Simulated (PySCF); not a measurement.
**Assigning NMR signals**

Bonds: C1-C2, C2-C3, C3-C4, C3-N5, N5-C6, C6-Si7, C6-C8, C8-N9. C1 carries H10, H11; C2 carries H12; C4 carries H13, H14, H15; C6 carries H16; Si7 carries H17, H18, H19; C8 carries H20; N9 carries H21.

[PySCF 2.14: shieldings: GIAO PBE0/pcSseg-1; GFN2-xTB structure; one computed conformer; no solvent model; non-relativistic; rapidly exchanging positions averaged]

Chemical shifts δ = σref − σ; ¹³C, ¹H vs TMS, all at this level.

Task: Assign these signals to the numbered atoms. ¹³C{¹H} NMR (computed): δ 183.1, 163.0, 132.7, 129.5, 63.3, 27.2.

Result: 
```tsv
δ (ppm)	atoms	environment	reason
183.1	C8	carbon bonded to C, N, H	–
163.0	C3	carbon bonded to 2 C, N	–
132.7	C2	carbon bonded to 2 C, H	–
129.5	C1	carbon bonded to C, 2 H	–
63.3	C6	carbon bonded to C, N, Si, H	–
27.2	C4	carbon bonded to C, 3 H	–
```

Task: Assign these signals to the numbered atoms. ¹H NMR (300 MHz, computed): δ 10.69 (br s, 1H), 8.96 (d, 1H), 6.95 (m, 1H), 5.94 (m, 1H), 5.90 (m, 1H), 5.08 (m, 1H), 3.86 (d, 3H), 2.26 (s, 3H).

Result: 
10.69 → H21, hydrogen on a nitrogen bonded to C
8.96 → H20, hydrogen on a carbon bonded to C, N
6.95 → H12, hydrogen on a carbon bonded to 2 C
5.94 → H10, hydrogen on a carbon bonded to C
5.90 → H11, hydrogen on a carbon bonded to C
5.08 → H16, hydrogen on a carbon bonded to C, N, Si
3.86 → H17/H18/H19, hydrogen on a silicon bonded to C
2.26 → H13/H14/H15, hydrogen on a carbon bonded to C

H10 and H11 lie closer than the usual error of such a calculation, so a measured spectrum could show them in the other order.

OH and NH positions are those of a molecule without intermolecular hydrogen bonds; in solution they move with solvent, concentration and temperature, and exchange usually removes their couplings. Shifts are as computed. Against solution values, carbons near 30 ppm lie about +3 ppm off and those near 130 ppm about +5 ppm. Of 1211 compounds with measured shifts, 218 miss one by over three times the rms of a fit or turn the order of signals round; such compounds aren't used in these exercises. Multiplicities follow the n + 1 count of equivalent neighbours, as no J values were calculated; m marks all less simple cases, F and P coupling included.
